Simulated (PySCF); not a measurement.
## Stationary points of TeSBr₂

Computed with B3LYP/[Te def2-SVP with ECP28, S def2-SVP, Br def2-SVP], scalar-relativistic core potentials, density fitting, no spin–orbit coupling, PySCF.

Relaxations began from a few typed shapes. The search is not exhaustive: other isomers or separated fragments can lie lower, and high-lying points may rest on an excited occupation.

```
   spin  group                             bonds                                angles  imaginary modes (cm⁻¹)  ΔE (kJ/mol)  ΔE with ZPE (kJ/mol)
singlet     Cs  Te–Br 2.606 Å (×2), Te–S 2.232 Å   Br–Te–Br 97.6°, Br–Te–S 107.6° (×2)                    none          0.0                   0.0
singlet    C2v  Te–Br 2.687 Å (×2), Te–S 2.244 Å  Br–Te–Br 160.0°, Br–Te–S 100.0° (×2)                 1 found         68.9                     –
```

The lowest minimum found is the singlet Cs: Te–Br 2.606 Å (×2), Te–S 2.232 Å; Br–Te–Br 97.6°, Br–Te–S 107.6° (×2).

Counting electrons, tellurium keeps 2 of its valence electrons outside its bonds, so the VSEPR class is AX3E1 and the expected shape is trigonal pyramidal; with unlike ligands the computed point group is Cs.
